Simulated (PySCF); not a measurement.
# F⁺: ionisation energy

F⁺ [He] 2s2 2p4 (3P) → F²⁺ [He] 2s2 2p3 (4S), as a difference of total energies. Computed with PySCF 2.14 in aug-cc-pVDZ (4s3p2d, 23 functions), with the non-relativistic Hamiltonian (point nucleus). Correlated levels: valence: 1s2 frozen. The calculations carry no spin-orbit coupling.

```csv
method,ionisation energy (eV)
UHF,33.353
LDA,35.292
M06-2X,35.051
MP2 (valence),34.244
CCSD(T) (valence),34.279
```

Problem. Estimate what SCS-MP2 (valence) gives.

Solution. 34.249 eV, closest to MP2 (valence) among the rows shown.

Problem. Estimate what CCSD (valence) gives.

Solution. 34.259 eV, closest to MP2 (valence) among the rows shown.

Errors of the correlated levels include the incompleteness of this basis and the frozen core.

For comparison: 34.950 eV (measured; NIST levels, between the centres of gravity of the two terms).
